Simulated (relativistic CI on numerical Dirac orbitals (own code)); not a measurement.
Method of calculation: Dirac-Coulomb-Breit CI, KLI orbitals optimised for each configuration, a model potential for QED, unscaled Slater integrals (own radial code, finite nucleus).

Configurations in the expansion (outside the closed core [Ne]): 3s2 3p6 3d9, 3s2 3p5 3d10, 3s 3p6 3d10, 3s2 3p6 3d8 4s, 3s2 3p6 3d8 4p, 3s2 3p6 3d8 4d, 3s2 3p4 3d10 4s, 3s2 3p4 3d10 4p, 3s2 3p5 3d9 4s, 3s2 3p6 3d8 4f, 3s2 3p4 3d10 4d, 3s2 3p5 3d9 4p, 3s 3p5 3d10 4s, 3s 3p5 3d10 4p, 3s2 3p6 3d7 4s2, 3s2 3p5 3d9 4d, 3s2 3p6 3d7 4s 4p, 3s 3p6 3d9 4s, 3s 3p5 3d10 4d, 3p6 3d10 4s, 3s2 3p6 3d8 5s, 3s2 3p6 3d7 4p2, 3s2 3p5 3d9 4f, 3s2 3p6 3d7 4s 4d, 3s2 3p6 3d8 5p, 3s 3p6 3d9 4p, 3p6 3d10 4p, 3s2 3p6 3d8 5d, 3s2 3p6 3d7 4p 4d, 3s2 3p5 3d8 4s2, 3s2 3p6 3d8 5f, 3p6 3d10 4d, 3s 3p6 3d9 4d, 3s2 3p6 3d8 5g, 3s2 3p5 3d8 4s 4p, 3s2 3p6 3d7 4d2. Levels of other configurations are missing.

At this charge energies of transitions that change n are usually good to better than 1 %, and those within a shell (Δn = 0) to a few per cent.

Outline of the computed level scheme of Ho XLI. Lowest level of each configuration: 3s2 3p6 3d9 2D_5/2 at 0.00 eV; 3s2 3p5 3d10 2P°_3/2 at 374.93 eV; 3s 3p6 3d10 2S_1/2 at 765.91 eV; 3s2 3p6 3d8 4s 4F_9/2 at 1219.23 eV; 3s2 3p6 3d8 4p 4D°_7/2 at 1299.00 eV.

Some strong electric-dipole decays among the lowest 45 levels: 3s2 3p6 3d8 4p 2P°_3/2 → 3s2 3p6 3d9 2D_5/2 (5.9e+12 s⁻¹); 3s2 3p6 3d8 4p 2D°_5/2 → 3s2 3p6 3d9 2D_5/2 (4.7e+12 s⁻¹); 3s2 3p6 3d8 4p 2D°_5/2 → 3s2 3p6 3d9 2D_5/2 (4.7e+12 s⁻¹); 3s2 3p6 3d8 4p 4F°_3/2 → 3s2 3p6 3d9 2D_3/2 (4.4e+12 s⁻¹); 3s2 3p6 3d8 4p 2F°_7/2 → 3s2 3p6 3d9 2D_5/2 (4.0e+12 s⁻¹); 3s2 3p6 3d8 4p 2F°_7/2 → 3s2 3p6 3d9 2D_5/2 (3.5e+12 s⁻¹); 3s2 3p5 3d10 2P°_1/2 → 3s2 3p6 3d9 2D_3/2 (3.3e+12 s⁻¹); 3s2 3p6 3d8 4p 4D°_3/2 → 3s2 3p6 3d9 2D_5/2 (2.8e+12 s⁻¹).

LS names give the leading component of a level, which can be under half, so a name can repeat, a term be missing and a line seem to break the LS rules.
